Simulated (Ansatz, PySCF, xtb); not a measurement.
Energy difference 6 R1 + R2 → 4 P1, each structure at its B3LYP-D3(BJ)/def2-SVP stationary point, reached from a drawn start (curvature not checked).
R1, H2O (SMILES O) (charge 0, multiplicity 1):
```xyz
3

O      0.00000     0.00000     0.40073
H      0.00000     0.75701    -0.20042
H      0.00000    -0.75701    -0.20042
```
R2: O6P4 (SMILES O1P2OP3OP1OP(O2)O3), charge 0, multiplicity 1.
P1: H3O3P (SMILES OP(O)O), charge 0, multiplicity 1.

P less R. No zero-point or thermal terms. One arrangement of each flexible species, with no search for the lowest.

Run with Ansatz (a quantum-chemistry and plane-wave program); PySCF for the D3/D4 terms; xtb for the GFN methods. All values are computed, each at the level named.

**Question.** One of these levels gives -0.23 kcal/mol for the reaction energy. Which?
A. SVWN5/def2-TZVPP
B. GFN1-xTB
C. r2SCAN-D3(BJ)/def2-TZVPP
D. HF/cc-pV(D+d)Z

**Answer.** D, HF/cc-pV(D+d)Z. The others give -30.02 (GFN1-xTB), -24.89 (SVWN5/def2-TZVPP), -17.63 (r2SCAN-D3(BJ)/def2-TZVPP)
